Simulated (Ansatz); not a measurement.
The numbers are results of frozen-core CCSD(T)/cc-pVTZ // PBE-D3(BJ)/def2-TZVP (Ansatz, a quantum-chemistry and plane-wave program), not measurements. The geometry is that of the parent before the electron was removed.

Ansatz 0.2 input:
```yaml
crystal:
  periodic: [false, false, false]
  atoms:
    - { symbol: Si, position_ang: [-2.227075, -0.227365, -0.14879] }
    - { symbol: Al, position_ang: [0.015816, 0.760339, -0.364137] }
    - { symbol: Si, position_ang: [2.199558, -0.323619, -0.036551] }
    - { symbol: Cl, position_ang: [0.099559, 2.818008, -0.890382] }
    - { symbol: H, position_ang: [-2.602168, -0.296645, 1.303112] }
    - { symbol: H, position_ang: [-3.278286, 0.564138, -0.862703] }
    - { symbol: H, position_ang: [-2.247925, -1.631219, -0.67575] }
    - { symbol: H, position_ang: [2.067858, -1.677625, 0.592517] }
    - { symbol: H, position_ang: [3.092166, 0.511732, 0.830049] }
    - { symbol: H, position_ang: [2.88232, -0.501577, -1.360601] }
basis:
  gaussian: { orbitals: cc-pVTZ }
correlation:
  method: ccsd_t
total_charge: 1
magnetization:
  spin_polarized: true
  initial_magnetization: 1
```

Output:

```
Functional definition: HF
1275 factors; integrals over basis functions are off by at most 9.4e-4 eV
mean field evaluation 1: about -34897.8887 eV, gradient 1.8e1 eV
mean field evaluation 2: about -34897.8991 eV, gradient 1.8e1 eV
mean field evaluation 4: about -34900.7105 eV, gradient 2.4e0 eV
mean field evaluation 8: about -34900.8172 eV, gradient 1.4e-1 eV
mean field evaluation 16: about -34900.2543 eV, gradient 8.5e0 eV
mean field evaluation 32: about -34898.7136 eV, gradient 7.3e-1 eV
mean field evaluation 64: about -34898.4770 eV, gradient 2.9e-1 eV
mean field evaluation 96: about -34898.7322 eV, gradient 2.6e-4 eV
mean field evaluation 128: about -34898.4678 eV, gradient 1.5e-1 eV
mean field -34900.81794812 eV, -1282.5814029693 hartree, gradient 1.4e-6 eV, S^2 0.808473; 4 other end points of the search recorded, 0 dependent functions left out
determinant -34900.81794812 eV, -1282.5814029693 hartree, with singles and doubles -34916.36212157 eV, -1283.1526408074 hartree
determinant -34898.73220467 eV, -1282.5047533112 hartree, with singles and doubles -34913.98253526 eV, -1283.0651926236 hartree
determinant -34898.48441501 eV, -1282.4956472091 hartree, with singles and doubles -34914.39255751 eV, -1283.0802606631 hartree
20 core orbitals not correlated
reference -34900.81794812 eV, -1282.5814029693 hartree; 12, 11 occupied and 188, 189 virtual orbitals, 1275 factors
second order -13.27547634 eV of doubles, -0.00000000 eV of singles
cycle   1  -15.26193828 eV  change   -8.3e-1 eV  update   2.9e-2
cycle   2  -15.28325878 eV  change   -2.1e-2 eV  update   7.4e-3
cycle   3  -15.28587095 eV  change   -2.6e-3 eV  update   3.8e-3
cycle   4  -15.28885764 eV  change   -3.0e-3 eV  update   1.8e-3
cycle   5  -15.28999778 eV  change   -1.1e-3 eV  update   1.3e-3
cycle   6  -15.29038316 eV  change   -3.9e-4 eV  update   6.0e-4
cycle   7  -15.29052930 eV  change   -1.5e-4 eV  update   3.3e-4
cycle   8  -15.29044181 eV  change    8.7e-5 eV  update   9.8e-5
cycle   9  -15.29039213 eV  change    5.0e-5 eV  update   4.9e-5
cycle  10  -15.29036579 eV  change    2.6e-5 eV  update   1.9e-5
perturbative correction -0.60427569 eV, -0.0222067221 hartree
Total energy: -34916.71258960 eV, -1283.1655202701 hartree
```

Cost: about 25 core-minutes (a rough figure).
